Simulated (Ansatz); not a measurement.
Consider the isomerisation: `F[SiH](Cl)C[SiH3]` → `C[SiH2][SiH](F)Cl`.

Program: Ansatz. Geometries: PBE0-D4/def2-TZVP. ΔE: electronic, gas phase. CCSD(T)/CBS is the MP2 limit (def2-TZVPP, def2-QZVPP) plus CCSD(T) − MP2 in def2-TZVPP, frozen cores. DFT in def2-TZVPP. B3LYP here is the variant with VWN-RPA as its local correlation; programs differ in this. Each species was taken in one conformer, which may not be the lowest.

`F[SiH](Cl)C[SiH3]`:

Z-matrix (Å, degrees):
```
Si
Cl 1 2.045
C 1 1.842 2 111.0
F 1 1.594 2 107.3 3 119.5
H 1 1.477 2 107.8 3 -124.7
Si 3 1.881 1 115.1 2 174.0
H 3 1.096 1 107.6 2 -64.6
H 3 1.095 1 108.9 2 51.1
H 6 1.484 3 110.2 1 -67.8
H 6 1.486 3 109.9 1 171.8
H 6 1.487 3 109.8 1 52.3
```

`C[SiH2][SiH](F)Cl`:

Z-matrix (Å, degrees):
```
C
Si 1 1.872
H 1 1.092 2 110.6
H 1 1.092 2 110.5 3 -120.1
H 1 1.092 2 110.7 3 120.1
Si 2 2.340 1 110.1 3 178.1
H 2 1.489 1 111.5 3 59.8
H 2 1.489 1 111.6 3 -61.3
Cl 6 2.056 2 108.4 1 -54.5
F 6 1.600 2 110.1 1 62.6
H 6 1.483 2 116.9 1 -175.3
```

| level | ΔE (kJ/mol) | difference from CCSD(T)/CBS |
| --- | --- | --- |
| PBE-D4 | 7.3 | -15.3 |
| r2SCAN-D4 | 18.0 | -4.6 |
| PBE0-D4 | 12.8 | -9.8 |
| B3LYP-D4 | 16.4 | -6.2 |
| ωB97X-V | 19.9 | -2.7 |
| ωB97M-V | 26.1 | 3.5 |
| B2PLYP | 21.3 | -1.3 |
| PBE | 6.8 | -15.8 |
| PBE0 | 12.6 | -10.0 |
| B3LYP | 15.7 | -6.9 |
| HF/def2-TZVPP | 27.6 | 5.0 |
| MP2/def2-TZVPP | 29.9 | 7.3 |
| SCS-MP2/def2-TZVPP | 29.0 | 6.4 |
| CCSD(T)/def2-TZVPP | 24.4 | 1.8 |
| SCS-MP2/def2-QZVPP | 28.1 | 5.5 |
| HF/CBS(def2) | 28.0 | 5.4 |
| CCSD(T)/CBS | 22.6 | 0 |

Largest T1 diagnostic among the species: 0.011.

From PBE to PBE0 (25 % exact exchange), in def2-TZVPP and without D4, ΔE moves by +5.7 kJ/mol.
